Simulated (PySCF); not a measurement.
Species: C4H5N2S (charge -1).
Numbering: `[SH:1][CH2:2][c:3]1[cH:4][n:5][n-:6][cH:7]1`

Structure used (GFN2-xTB), in Å, numbered top down from 1:
```
atom  x, y, z in Å
S1    -2.4100    0.3456   -0.8486
C2    -1.1809   -0.6828    0.1722
C3     0.1899   -0.1856    0.1038
C4     1.2307   -0.5650   -0.7565
N5     2.3352    0.1155   -0.4807
N6     2.0721    0.9591    0.5337
C7     0.8040    0.8020    0.8895
H8    -1.7295    1.4772   -0.7306
H9    -1.2959   -1.6829   -0.2486
H10   -1.5954   -0.6525    1.1826
H11    1.2095   -1.3105   -1.5387
H12    0.3714    1.3791    1.6960
```

NICS is the negative of the GIAO shielding at a point without a nucleus: at the ring centre (0) and 1 Å above and below it (1); zz is the component along the ring normal. Level: GIAO PBE0/pcSseg-1 (PySCF, non-relativistic, gas phase) on the GFN2-xTB geometry, one conformer.

Ring bond lengths (Å), with Mayer bond orders in brackets: C3–C4 1.403 (1.36), C4–N5 1.326 (1.52), N5–N6 1.345 (1.29), N6–C7 1.326 (1.52), C7–C3 1.403 (1.35).

Task: What do the NICS probes read (ppm)?

Result: 
```json
{"ring": "C3–C4–N5–N6–C7", "type": "5-membered ring with 2 N; formal bonds all aromatic", "NICS(0)": "-11.7", "NICS(1), two faces": "-12.2 / -12.7", "NICS(1)zz, two faces": "-31.3 / -32.8", "rms pucker (Å)": "0.00", "centre to ring atoms, mean (Å)": "1.16"}
```

Task: What can be read from them?

Result: 
- C3–C4–N5–N6–C7: mean NICS(1)zz -32.1 ppm, shielded. For a flat ring without four-coordinate atoms the NICS criterion counts such a value as aromatic.

Task: What does the geometric index give? HOMA = 1 − mean of α(R − Ropt)² over the ring bonds, with Krygowski's 1993 parameters (CC: Ropt 1.388 Å, α 257.7 Å⁻²; CN: Ropt 1.334 Å, α 93.52 Å⁻²; NN: Ropt 1.309 Å, α 130.33 Å⁻²).

Result: 
- C3–C4–N5–N6–C7: HOMA 0.94; the largest term is that of N5–N6, α(R − Ropt)² = 0.17. The geometric and the magnetic index point the same way.

Task: At the first NICS(1) probe listed for ring C3–C4–N5–N6–C7, 1 Å off the ring, how large is the induced field along the normal in 11.7 T applied along it?

Result: NICSzz × B0 = -31.3 ppm × 11.7 T = -366 μT, against the applied field.

Task: How shielded are the nuclei of the rings and their hydrogens (means over atoms taken as equivalent)?

Result: 
```tsv
atoms	environment	σ isotropic (ppm)	principal values of the symmetric part, first atom (ppm)
C3	substituted aromatic carbon	71.0	8.5, 49.9, 154.5
C4 (×2)	aromatic CH next to a ring nitrogen	49.3	-48.4, 74.9, 117.0
N5 (×2)	nitrogen bonded to C and N	-110.2	-345.0, -151.5, 168.7
H11 (×2)	aromatic hydrogen	24.47	22.6, 23.3, 27.4
```
